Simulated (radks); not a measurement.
Results of a calculation; reference values are marked as such.
Task: These are the eigenvalues of the occupied orbitals of an atom or ion with whole-number occupations (eV). Level of theory: Dirac Kohn-Sham, LDA (Slater exchange, Perdew-Wang correlation), spin-unpolarised, spherical densities, point nucleus (a radial shooting solver on a logarithmic mesh with Libxc functionals).

1s1/2: -11730.38
2s1/2: -1518.452
2p1/2: -1361.805
2p3/2: -1325.308
3s1/2: -223.9765
3p1/2: -171.3023
3p3/2: -166.2596
3d3/2: -75.7033
3d5/2: -74.9666
4s1/2: -44.8549

Which element is it, and in what charge state? The configuration may be excited. Open shells, if any, are shared by 2j + 1.

Result: Z = 33, arsenic, charge +3: As3+ in [Ar] 3d10 4s2. The list shows which subshells hold electrons but not how many an open one holds; the 1s level, -431.08 hartree, gives Z - s = 29.4 by -(Z - s)^2/2, which with screening and relativity narrows Z to a few neighbours, and the depths of the outer levels then fix element, charge and occupations together.
